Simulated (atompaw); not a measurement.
u(r) = r·R(r): atom against pseudo-atom (Pb (Z = 82))

Columns: radius, all-electron u(r) and pseudo u(r) of the 6s shell (level -27.87 eV) of lead in the configuration [Xe] 4f14 5d10 6s2 6p0; LDA (PW92), scalar-relativistic, PAW (atompaw) scheme, atompaw 4.2.0.5.

```csv
r (bohr),all-electron,pseudo
0.102,-0.1380,0.1043
0.204,0.0421,0.2070
0.306,0.2650,0.3067
0.408,0.0814,0.4019
0.510,-0.1986,0.4914
0.612,-0.3722,0.5739
0.713,-0.4002,0.6479
0.815,-0.3154,0.7140
0.917,-0.1641,0.7708
1.019,0.0137,0.8181
1.121,0.1910,0.8556
1.223,0.3515,0.8834
1.325,0.4877,0.9019
1.427,0.5970,0.9115
1.529,0.6798,0.9127
1.631,0.7384,0.9063
1.733,0.7757,0.8931
1.835,0.7948,0.8741
1.937,0.7989,0.8500
2.038,0.7909,0.8222
2.140,0.7732,0.7908
2.242,0.7481,0.7568
2.344,0.7174,0.7210
2.446,0.6828,0.6839
2.548,0.6457,0.6458
2.650,0.6070,0.6070
```

How many radial nodes do the two functions have?

The all-electron 6s function has n − l − 1 = 5 (the table is too coarse to show those close to the nucleus); the pseudo-wave has 0, since the states of the same l below it are removed with the core.

Where does each function peak?

Outermost all-electron maximum near 1.94 bohr, pseudo maximum near 1.53 bohr (to the table’s step).

Is the pseudo-wave norm-conserving?

No, it belongs to a PAW set: the norm inside the radius is not constrained, and the difference is carried by the augmentation charge.
